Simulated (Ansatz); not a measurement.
Cl$_{2}$Hg, charge +1, doublet, at a GFN2-xTB geometry (such geometries of metal compounds can be far from the true shape) (a state made from the parent by changing its charge; the spin is typed, not shown lowest) (core potentials on Hg); Ansatz (a program for electronic structure) with WB97M-V/def2-SVP.

Ansatz was given this input:
Ansatz 0.2 input:
```yaml
crystal:
  periodic: [false, false, false]
  atoms:
    - {symbol: Hg, position_ang: [0.00000000, 0.00000000, 0.00000000]}
    - {symbol: Cl, position_ang: [-0.00000000, -0.00000000, -2.41313779]}
    - {symbol: Cl, position_ang: [0.00000000, 0.00000000, 2.41313779]}
basis:
  gaussian:
    orbitals: def2-SVP
hamiltonian:
  xc: {name: wB97M-V}
total_charge: 1
magnetization: {spin_polarized: true, initial_magnetization: 1}
accuracy: high
```

Problem. Predict the main parts of the log of this Ansatz run.

Solution. 
```
Functional definition: wB97M-V
1285 factors; integrals over basis functions are off by at most 6.3e-9 eV
285 factors; integrals over basis functions are off by at most 1.4e-9 eV
mean field evaluation 1: about -29197.4860 eV, gradient 2.2e1 eV
mean field evaluation 2: about -29198.5146 eV, gradient 2.0e1 eV
mean field evaluation 4: about -29200.4212 eV, gradient 4.9e-1 eV
mean field evaluation 8: about -29200.5083 eV, gradient 4.7e-2 eV
mean field evaluation 16: about -29200.5083 eV, gradient 4.6e-5 eV
mean field evaluation 32: about -29200.6101 eV, gradient 1.0e-6 eV
mean field -29200.61007281 eV, -1073.1026272913 hartree, gradient 2.1e-8 eV, S^2 0.752517; 7 other end points of the search recorded, 0 dependent functions left out
reference -29200.61007617 eV, -1073.1026274148 hartree; 27, 26 occupied and 41, 42 virtual orbitals, 1285 factors
Total energy: -29200.61007617 eV, -1073.1026274148 hartree
```
